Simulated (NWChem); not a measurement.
System: Si2H4OClF; SMILES O[Si@@H](Cl)[SiH2]F

```xyz
9

O      2.0341     0.6025    -0.0586
Si     0.4093     0.4921     0.3269
Cl    -0.7397     1.8892    -0.7401
Si    -0.3861    -1.5558    -0.4859
F      0.3155    -2.8221     0.2968
H      2.5102     1.3650     0.3172
H      0.1732     0.7808     1.7843
H     -1.8708    -1.6283    -0.2661
H     -0.0790    -1.6593    -1.9525
```
Atoms are numbered in this order, from 1.

Computed with NWChem. Pople sets run with spherical d functions. The geometry was optimised at PBE-D3(BJ)/def2-SVP. Level: M06-2X/6-31G* with SMD (1 M gas to 1 M solution), gas-phase geometry. Reactions with the solvent are ignored.

**Question.** What does the run give for solvent acetone? Quantities: solvation free energy (kcal/mol); cavity-dispersion-structure term (kcal/mol); dipole in solution (D).

**Answer.** 
```
Item                                         Value
-------------------------------------------  -----
solvation free energy (kcal/mol)              -6.4
cavity-dispersion-structure term (kcal/mol)   -1.2
dipole in solution (D)                        1.95
```
